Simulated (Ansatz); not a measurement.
The cluster TiSi2, relaxed as a singlet with RKS PBE0-D4/def2-TZVP in Ansatz, starting from the GFN2-xTB geometry. Force threshold 0.02 eV/Å.

The relaxation made no stability test and no search for a lower SCF solution. No other spin state of charge 0 was run. The structure comes from a short search, and lower isomers may exist.

Start:

```xyz
3

Ti    0.6921   -1.0222   -2.2863
Si   -0.4201    1.3514    1.8308
Si   -0.2720   -0.3292    0.4554
```

Task: Estimate the energy that the relaxation releases and the steps that it takes.

Result: 330.8 kJ/mol, in 13 steps; 13 s on 4 threads of Intel Xeon 6975P-C on a shared host. No frequencies were taken in this run, so the end may be a saddle point.

Task: Does the start keep its bonding and symmetry?

Result: Bonds formed: Ti1–Si2 (atoms count from 1). The end is the same structure that another start reached, the lowest one found. Point group Cs at the start, C2v at the end, both within 0.05 Å.

Task: Predict the relaxed structure.

Result: 
```csv
atom,x (Å),y (Å),z (Å)
Ti1,0.516,-0.012,-1.249
Si2,-0.016,1.110,0.712
Si3,-0.499,-1.097,0.537
```
Bond lengths: 2 × Si–Ti 2.32 Å; 1 × Si–Si 2.27 Å.
